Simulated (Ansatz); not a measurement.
Geometry optimisation, DFT PBE, scalar-relativistic, plane waves, PAW (Ansatz).

input.yaml

```yaml
crystal:
  lattice:
    - [0.0, 5.43, 5.43]
    - [5.43, 0.0, 5.43]
    - [5.43, 5.43, 0.0]
  atoms:
    - { symbol: Si, position: [0.0, 0.0, 0.0] }
    - { symbol: Si, position: [0.125, 0.125, 0.125] }
    - { symbol: Si, position: [0.0, 0.0, 0.5] }
    - { symbol: Si, position: [0.125, 0.125, 0.625] }
    - { symbol: Si, position: [0.0, 0.5, 0.0] }
    - { symbol: Si, position: [0.125, 0.625, 0.125] }
    - { symbol: Si, position: [0.0, 0.5, 0.5] }
    - { symbol: Si, position: [0.125, 0.625, 0.625] }
    - { symbol: Si, position: [0.5, 0.0, 0.0] }
    - { symbol: Si, position: [0.625, 0.125, 0.125] }
    - { symbol: Si, position: [0.5, 0.0, 0.5] }
    - { symbol: Si, position: [0.625, 0.125, 0.625] }
    - { symbol: Si, position: [0.5, 0.5, 0.0] }
    - { symbol: Si, position: [0.625, 0.625, 0.125] }
    - { symbol: Si, position: [0.5, 0.5, 0.5] }
    - { symbol: Si, position: [0.625, 0.625, 0.625] }
    - { symbol: Cu, position: [0.56402394, 0.31026077, 0.31624234] }
total_charge: 1
basis:
  ecutwfc: 420.0
kpoints:
  mp_grid: { grid: [2, 2, 2] }
hamiltonian:
  xc: pbe
  pseudopotentials: { kind: paw, azcp: { folder: soft_1 } }
scf:
  occupations: { method: gaussian, width: 0.02 }
  lower_state_search: "off"
relax:
  f_tol: 0.03
  max_steps: 60
  adjacent_minimum: "off"
```

Launched with:

```bash
$ ansatz run input.yaml --threads 1 --pin off --max-ram 3072MiB --backend cpu --events-out ev --progress --plain --runs-dir out
```

Task: Where does it end, and by what steps?

Result: The run converged. Limits of this set-up: a small cell, in which the defect meets its images, charged cell in a uniform background, uncorrected. After 3 steps the energy has fallen by 0.608 eV; Si9 moved furthest, 0.24 Å.

```csv
step,energy less start (eV),largest force component (eV/Å),accepted
0,0.0000,1.931,yes
1,-0.4788,0.790,yes
2,-0.6040,0.079,yes
3,-0.6083,0.025,yes
```

```xyz
17
Lattice="0.0000 5.4300 5.4300 5.4300 0.0000 5.4300 5.4300 5.4300 0.0000" Properties=species:S:1:pos:R:3
Si -0.013 -0.047 -0.049
Si 1.489 1.228 1.226
Si 2.765 2.730 -0.050
Si 4.024 4.123 1.344
Si 2.764 -0.048 2.729
Si 4.025 1.346 4.120
Si 5.301 2.846 2.844
Si 6.801 4.123 4.121
Si 0.142 2.576 2.573
Si 1.281 4.016 4.015
Si 2.658 5.488 2.639
Si 4.131 6.865 4.014
Si 2.659 2.641 5.486
Si 4.130 4.016 6.864
Si 5.506 5.489 5.487
Si 6.648 6.929 6.927
Cu 3.389 4.758 4.756
```

Run time: 23 s on 1 thread of Arm Neoverse V2, on a shared host, peak memory 0.55 GiB.
